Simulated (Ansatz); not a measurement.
`O[SiH]([SiH3])[O][AlH2]` + silanol → `O[SiH]([SiH3])O[SiH3]` + `[OH][AlH2]`  (ligand exchange at the Si–O bond)

Gas-phase electronic energies from Ansatz, PBE0-D4/def2-TZVP geometries. CCSD(T)/CBS is the MP2 limit (def2-TZVPP, def2-QZVPP) plus CCSD(T) − MP2 in def2-TZVPP, frozen cores. This one scheme is used for every species. DFT in def2-TZVPP. B3LYP here is the variant with VWN-RPA as its local correlation; programs differ in this. Each species was taken in one conformer, which may not be the lowest.

```json
{"level": "revPBE-D4", "ΔE (kcal/mol)": "0.5", "difference from CCSD(T)/CBS": "-0.7"}
{"level": "B97M-V", "ΔE (kcal/mol)": "1.4", "difference from CCSD(T)/CBS": "0.2"}
{"level": "B3LYP-D4", "ΔE (kcal/mol)": "1.0", "difference from CCSD(T)/CBS": "-0.2"}
{"level": "r2SCANh-D4", "ΔE (kcal/mol)": "1.1", "difference from CCSD(T)/CBS": "-0.1"}
{"level": "r2SCAN0-D4", "ΔE (kcal/mol)": "1.3", "difference from CCSD(T)/CBS": "0.1"}
{"level": "CAM-B3LYP-D4", "ΔE (kcal/mol)": "1.3", "difference from CCSD(T)/CBS": "0.1"}
{"level": "revPBE", "ΔE (kcal/mol)": "1.5", "difference from CCSD(T)/CBS": "0.3"}
{"level": "r2SCANh", "ΔE (kcal/mol)": "1.3", "difference from CCSD(T)/CBS": "0.1"}
{"level": "CCSD/def2-SVP", "ΔE (kcal/mol)": "2.1", "difference from CCSD(T)/CBS": "0.9"}
{"level": "SCS-MP2/def2-QZVPP", "ΔE (kcal/mol)": "1.4", "difference from CCSD(T)/CBS": "0.2"}
{"level": "CCSD(T)/CBS", "ΔE (kcal/mol)": "1.2", "difference from CCSD(T)/CBS": "0"}
```

Largest T1 diagnostic among the species: 0.013.

Leaving LDA and LC-ωPBE aside and taking each functional with its dispersion term where it has one, the values, not all of them listed here, spread over 1.1 kcal/mol, from revPBE-D4 to B2PLYP. In def2-TZVPP, CCSD(T) changes the Hartree–Fock value by −1.4 kcal/mol (the triples alone add −0.2 kcal/mol) and MP2 by −1.5 kcal/mol. The D4 term adds −0.8 kcal/mol with B3LYP and −0.5 kcal/mol with PBE0; it sums over pairs of atoms, weighted by their polarisabilities, and B3LYP, whose exchange is more repulsive, gets the larger term.
